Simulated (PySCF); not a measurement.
## Electric field gradients and quadrupole coupling constants

Compound: C₃H₉F₃OSi₂.
SMILES with atom numbers: `[CH3:1][C@H:2]([O:3][SiH2:4][SiH3:5])[C:6]([F:7])([F:8])[F:9]` (hydrogens: H10, H11, H12 on C1; H13 on C2; H14, H15 on Si4; H16, H17, H18 on Si5)

Geometry (GFN2-xTB, Å), atoms numbered from 1 in this order:
```
atom  x, y, z in Å
C1    -1.9117    0.0227   -1.3369
C2    -1.1555    0.3730   -0.0601
O3     0.1746    0.0237   -0.1876
Si4    1.4732    0.5205    0.6824
Si5    3.1333   -0.3438   -0.6457
C6    -1.7649   -0.3806    1.1243
F7    -3.0924   -0.1960    1.2084
F8    -1.2582    0.0258    2.2974
F9    -1.5617   -1.6986    1.0504
H10   -2.9602    0.2924   -1.2459
H11   -1.8246   -1.0446   -1.5263
H12   -1.4697    0.5635   -2.1688
H13   -1.2568    1.4438    0.1734
H14    1.4046    0.0382    2.0666
H15    1.3696    1.9857    0.7979
H16    4.4300    0.0568   -0.0894
H17    3.1180    0.1315   -2.0346
H18    3.1436   -1.8077   -0.7237
```

Field gradients from the PBE0/pcSseg-1 density (PySCF, non-relativistic), principal values in atomic units, ordered |Vxx| ≤ |Vyy| ≤ |Vzz|:

```json
{"atom": "O3", "Vxx": "-0.5996", "Vyy": "-1.1675", "Vzz": "1.7672"}
```

**Question.** Find the asymmetry η = (Vxx − Vyy)/Vzz and the couplings χ = eQV/h (234.96 MHz × Q in barn × V in au), with Q(17O) = −0.0256 b.

**Answer.** 
| atom | environment | nucleus | η | χzz (MHz) | χxx (MHz) | χyy (MHz) |
| --- | --- | --- | --- | --- | --- | --- |
| O3 | silyl ether oxygen | 17O | 0.32 | -10.63 | 3.61 | 7.02 |

The tensor is traceless: Vxx + Vyy + Vzz = 0.

**Question.** What is Vzz at O3 in SI units (1 au = 9.71736 × 10²¹ V/m²)?

**Answer.** 1.7672 au = 17.172 × 10²¹ V/m².

**Question.** And the gradient at the other heavy atoms, for which no coupling is worked out here?

**Answer.** 
```tsv
atom	environment	Vzz (au)	η
C1	methyl carbon	0.115	0.08
C2	sp3 carbon bound to oxygen	0.331	0.51
Si4	oxygen-bound silicon	0.612	0.12
Si5	SiH3 silicon	-0.031	0.66
C6	CF3 carbon	-0.483	0.04
F7	fluorine of a CF3 group	2.876	0.03
F8	fluorine of a CF3 group	2.863	0.03
F9	fluorine of a CF3 group	2.890	0.04
```

**Question.** What couplings would deuterons (Q(2H) = 0.00286 b) have in place of the hydrogens, at this geometry?

**Answer.** 
```
atom  bonded to  bond length (Å)  Vzz (au)     η  χzz (kHz)
 H10         C1            1.086    0.3121  0.03        210
 H11         C1            1.088    0.3100  0.03        208
 H12         C1            1.086    0.3155  0.03        212
 H13         C2            1.101    0.2740  0.05        184
 H14        Si4            1.467    0.1558  0.05        105
 H15        Si4            1.473    0.1535  0.06        103
 H16        Si5            1.467    0.1620  0.00        109
 H17        Si5            1.468    0.1616  0.01        109
 H18        Si5            1.466    0.1629  0.01        109
```

The structure is a single GFN2-xTB conformer in the gas phase; no vibrational or solvent corrections. GFN2-xTB frequencies show an imaginary mode (21i cm⁻¹), so this geometry is no minimum at that level. GFN2-xTB bond lengths can be off by several hundredths of an ångström, more for odd bonds, and the gradients follow them. The basis is small and wasn't made for field gradients, so the couplings can be 20 % off.
